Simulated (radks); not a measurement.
Fractional charge and spin in the 6s shell of iridium: the spin-up occupation runs from 0 to 1 and the spin-down occupation from 0 to 1; the fullest corner is Ir, [Xe] 4f14 5d(up 3.5, down 3.5) 6s(up 1, down 1). All-electron calculation, scalar-relativistic Kohn-Sham, r2SCAN, spin-polarised, spherical densities, finite nucleus; meta-GGA in the generalised Kohn-Sham scheme; Fermi nuclear charge, rms radius of each element as measured or else 0.836 A^(1/3) + 0.57 fm. Program: a radial shooting solver on a logarithmic mesh with Libxc functionals. Energy (eV) minus the two flat planes that join the four corners (they meet along the diagonal where the two added fractions sum to one electron); zero is where a piecewise linear energy would lie.

down \ up       0    0.25     0.5    0.75       1
0           0.000  -0.635  -0.844  -0.628   0.000
0.25       -0.635  -0.740  -0.429   0.295  -0.575
0.5        -0.844  -0.429   0.390  -0.385  -0.766
0.75       -0.628   0.295  -0.385  -0.672  -0.572
1           0.000  -0.575  -0.766  -0.572   0.000

Corners above the fullest one (they belong to Ir+ and the next ion): (up 1, down 0) 9.561 eV, (up 0, down 1) 9.561 eV, (up 0, down 0) 27.113 eV. With half an added electron in each spin the energy lies 0.390 eV from the planes, and with half an added electron in spin up alone -0.844 eV. The planes are only a guide here: the flat-plane condition holds for ground states with one frontier orbital, while other shells are open and held unpolarised.
